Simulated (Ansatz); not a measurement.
Isolated molecules relaxed with PBE0-D4/def2-TZVP in Ansatz; ΔE leaves out vibrations. CCSD(T)/CBS adds triple-zeta CCSD(T) − MP2 to the extrapolated MP2 energy (def2 sets, frozen cores). This one scheme is used for every species. DFT in def2-TZVPP. HSE06 is defined as in plane-wave codes. For Ge outer-core shells are correlated without core-valence functions, which leaves a few kJ/mol of doubt a bond. Scalar relativity is left out up to krypton. One conformer a species, not always the lowest.

Consider the ligand exchange at the Si–O bond: `F[Si]O[SiH3]` + `[OH][GeH3]` → `[SiH3][O][GeH3]` + `O[Si]F`.

```
   level  ΔE (eV)
 PBE0-D4    -0.04
HSE06-D4    -0.04
     PBE    -0.03
  revPBE    -0.02
```

What does CCSD(T)/CBS give? (Estimate.)

Computed: -0.04 eV. The listed levels differ from it by 0.00, 0.00, 0.01, 0.02 eV.

Largest T1 diagnostic among the species: 0.015.

Leaving LDA and LC-ωPBE aside and taking each functional with its dispersion term where it has one, the values, not all of them listed here, spread over 0.04 eV, from PBE-QIDH to BLYP-D4.
